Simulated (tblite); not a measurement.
Start geometry of `C1CC1[SiH2]O[Si@H](NC)[SiH3]` from a force field or distance geometry (Å):
```
atom  x, y, z in Å
C1    -3.2357    1.8546    0.4353
N2    -1.9036    1.3154    0.3579
Si3   -1.5119   -0.3198    0.0298
Si4   -2.0412   -1.8024    1.7306
O5     0.0919   -0.2925   -0.3204
Si6    1.2896   -1.3504   -0.7578
C7     2.9563   -0.5040   -0.9787
C8     3.3165    0.6680   -0.0908
C9     3.0126    0.8802   -1.5509
H10   -3.8548    1.3423    1.1944
H11   -3.2001    2.9117    0.7197
H12   -3.7579    1.7901   -0.5295
H13   -1.3465    1.8875   -0.2505
H14   -2.2649   -0.6553   -1.2088
H15   -1.7026   -3.1907    1.3253
H16   -1.2807   -1.4971    2.9926
H17   -3.4957   -1.7622    2.0553
H18    0.9062   -2.0309   -2.0156
H19    1.3994   -2.3833    0.3041
H20    3.7562   -1.1897   -1.2375
H21    4.3381    0.7686    0.2323
H22    2.5923    1.0423    0.6293
H23    3.8417    1.1382   -2.1957
H24    2.0827    1.3992   -1.7999
```

Question: What comes out of this run: GFN2-xTB geometry optimisation, gas phase (tblite)?

Answer: 
```
atom  x, y, z in Å
C1    -2.241    1.913    0.600
N2    -1.277    1.072   -0.067
Si3   -1.525   -0.608   -0.361
Si4   -2.004   -1.622    1.642
O5    -0.124   -1.149   -0.995
Si6    1.378   -1.742   -0.952
C7     2.615   -0.336   -0.753
C8     2.286    0.861    0.096
C9     2.348    1.001   -1.387
H10   -2.726    1.336    1.386
H11   -1.741    2.771    1.055
H12   -3.018    2.285   -0.077
H13   -0.745    1.592   -0.751
H14   -2.439   -0.887   -1.487
H15   -1.488   -2.991    1.750
H16   -1.506   -0.914    2.831
H17   -3.458   -1.721    1.843
H18    1.529   -2.404   -2.248
H19    1.479   -2.667    0.180
H20    3.657   -0.636   -0.739
H21    3.075    1.303    0.688
H22    1.315    0.896    0.567
H23    3.177    1.540   -1.825
H24    1.420    1.126   -1.925
```

The energy falls by 0.334 eV over 191 L-BFGS steps, the largest force on an atom goes from 0.85 to 0.009 eV/Å, and the atoms move by 0.856 Å rms after alignment. The bond that changes most is O5–Si6 (siloxane oxygen to oxygen-bound silicon), which shortens by 0.042 Å. Bonds longer at the end by more than 0.005 Å: 3 of 24; shorter: 14. Among the angles that change most is Si3–O5–Si6, from 138.8° to 155.6°. Among the dihedrals that turn most is Si3–O5–Si6–H18, from 58° to 156°. Rotational constants go from 1462, 488.6, 402.8 to 1306, 638.0, 510.0 MHz. The orientation of the end geometry is arbitrary; only internal coordinates are fixed.

The run took 5.8 s of wall time on an Intel Xeon at 2.50 GHz with one thread, no GPU, shared host.

Its lowest GFN2-xTB frequency is 8i cm⁻¹, too small to tell a flat minimum from a shallow saddle. One conformer, not necessarily the lowest. 3 starts were optimised and ended at 0.00, 0.75 and 0.91 kcal/mol (GFN2-xTB); the lowest of these is shown.

These are computed values.
